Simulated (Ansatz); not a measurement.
Na5⁺, relaxed as a triplet with UKS r2SCAN/def2-SVP in Ansatz, starting from the r2SCAN/def2-SVP geometry of the charge +1 singlet. Force threshold 0.02 eV/Å.

At r2SCAN/def2-SVP a singlet of charge 1 lies 0.18 eV below the triplet, each at its own geometry. The structure comes from a short search, and lower isomers may exist.

Start:

```xyz
5

Na    2.024   -2.181    2.139
Na   -0.016   -0.017   -0.018
Na    1.871   -2.981   -1.117
Na   -3.292    1.597   -0.500
Na   -0.586    3.581   -0.504
```

Problem. Estimate the energy that the relaxation releases and the steps that it takes.

Solution. 0.84 eV, in 26 steps; 4.2 min on 4 threads of Arm Neoverse V1 on a shared host. No frequencies were taken in this run, so the end may be a saddle point.

Problem. Does the start keep its bonding and symmetry?

Solution. Bonds formed: Na1–Na5, Na3–Na4 (atoms count from 1). Point group D2 at the start, C2v at the end, both within 0.05 Å; within 0.015 Å the end is Cs.

Problem. Predict the relaxed structure.

Solution. 
```xyz
5

Na    2.008   -0.433    1.564
Na    0.776    0.458   -1.576
Na   -0.105   -2.836   -0.520
Na   -2.527    0.113   -0.505
Na   -0.152    2.697    1.036
```
Bond lengths (bridged metal pairs left out): 8 × Na–Na 3.49 to 3.84 Å.
